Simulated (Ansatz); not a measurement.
C9H12, triplet, at a GFN2-xTB geometry (a higher spin typed on purpose: for a closed-shell molecule this is an excited state); CAM-B3LYP/6-31+G* (Ansatz, an electronic-structure program).

Here is a job for Ansatz.
Ansatz 0.2 input:
```yaml
crystal:
  periodic: [false, false, false]
  atoms:
    - {symbol: C, position_ang: [-2.43845556, -1.58295786, -0.17446421]}
    - {symbol: C, position_ang: [-1.24197668, -0.71101951, -0.08901651]}
    - {symbol: C, position_ang: [-1.27777473, 0.65544927, -0.09386595]}
    - {symbol: C, position_ang: [-0.12222693, 1.42802585, -0.01122690]}
    - {symbol: C, position_ang: [-0.11461082, 2.90766737, -0.01311012]}
    - {symbol: C, position_ang: [1.20413069, 0.72398135, 0.08624695]}
    - {symbol: C, position_ang: [1.27017564, -0.64099511, 0.09329033]}
    - {symbol: C, position_ang: [2.58762237, -1.35578488, 0.19013481]}
    - {symbol: C, position_ang: [0.09727611, -1.39423723, 0.00935944]}
    - {symbol: H, position_ang: [-2.50076667, -2.23451925, 0.70182125]}
    - {symbol: H, position_ang: [-3.35118623, -0.99580443, -0.24170971]}
    - {symbol: H, position_ang: [-2.37367139, -2.23740107, -1.04841971]}
    - {symbol: H, position_ang: [-2.23303238, 1.16020278, -0.16406391]}
    - {symbol: H, position_ang: [0.35266926, 3.29325032, 0.89901907]}
    - {symbol: H, position_ang: [-1.12266172, 3.30882257, -0.08697113]}
    - {symbol: H, position_ang: [0.47963376, 3.29037146, -0.84942077]}
    - {symbol: H, position_ang: [2.08845806, 1.33660313, 0.14945446]}
    - {symbol: H, position_ang: [3.41073927, -0.64846596, 0.24874154]}
    - {symbol: H, position_ang: [2.60849988, -1.99026061, 1.07521912]}
    - {symbol: H, position_ang: [2.73599768, -1.99315155, -0.68056494]}
    - {symbol: H, position_ang: [0.12035998, -2.47042296, 0.01280766]}
basis:
  gaussian:
    orbitals: 6-31+G_.json
hamiltonian:
  xc: cam_b3lyp
magnetization: {spin_polarized: true, initial_magnetization: 2}
```
The basis file holds 6-31+G* in the JSON format of the Basis Set Exchange.

**Question.** Write the output that Ansatz gives for this input, abridged.

**Answer.** 
```
Functional definition: CAM-B3LYP
2250 factors; their error is unknown
630 factors; integrals over basis functions are off by at most 3.1e-5 eV
mean field evaluation 1: about -9506.9992 eV, gradient 5.0e1 eV
mean field evaluation 2: about -9510.2884 eV, gradient 4.4e1 eV
mean field evaluation 4: about -9520.2952 eV, gradient 2.3e0 eV
mean field evaluation 8: about -9520.3337 eV, gradient 2.2e-1 eV
mean field evaluation 16: about -9520.2336 eV, gradient 2.7e-3 eV
mean field -9520.23361505 eV, -349.8621323068 hartree, gradient 6.7e-5 eV, S^2 2.065250; 2 other end points of the search recorded, 0 dependent functions left out
reference -9520.23383862 eV, -349.8621405231 hartree; 34, 32 occupied and 161, 163 virtual orbitals, 2250 factors
Total energy: -9520.23383862 eV, -349.8621405231 hartree
```
